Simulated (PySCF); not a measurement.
PySCF 2.14 output of an unrestricted LDA calculation on a single atom or ion in aug-cc-pVTZ-DK (6s5p3d2f, 50 functions), with scalar relativity by spin-free X2C-1e:

```
SCF conv_tol = 1e-09
number electrons alpha = 9  beta = 8
    P. A. M. Dirac.,  Math. Proc. Cambridge Philos. Soc. 26, 376 (1930)
    F. Bloch.,  Z. Phys. 57, 545 (1929)
    S. H. Vosko, L. Wilk, and M. Nusair.,  Can. J. Phys. 58, 1200 (1980)
cycle= 1 E= -527.144917302703  delta_E= -0.013  |g|= 0.0351  |ddm|= 0.354
cycle= 2 E= -527.145096182831  delta_E= -0.000179  |g|= 0.00504  |ddm|= 0.0388
cycle= 3 E= -527.145103004029  delta_E= -6.82e-06  |g|= 0.00148  |ddm|= 0.00806
cycle= 4 E= -527.14510366051  delta_E= -6.56e-07  |g|= 9.27e-05  |ddm|= 0.00155
cycle= 5 E= -527.145103663549  delta_E= -3.04e-09  |g|= 7.62e-06  |ddm|= 0.000101
cycle= 6 E= -527.145103663572  delta_E= -2.29e-11  |g|= 4.77e-07  |ddm|= 9e-06
converged SCF energy = -527.145103663572  <S^2> = 0.75127552  2S+1 = 2.0012751
```

The run itself started from symmetry-adapted Hartree-Fock orbitals and held the occupation by maximum overlap, on a logarithmic radial grid, so the iterations belong to that start.

**Question.** Which element, charge and spin multiplicity is this?

**Answer.** Ar⁺ (argon, charge +1), multiplicity 2; the state was [Ne] 3s2 3p5, 2P determinant.
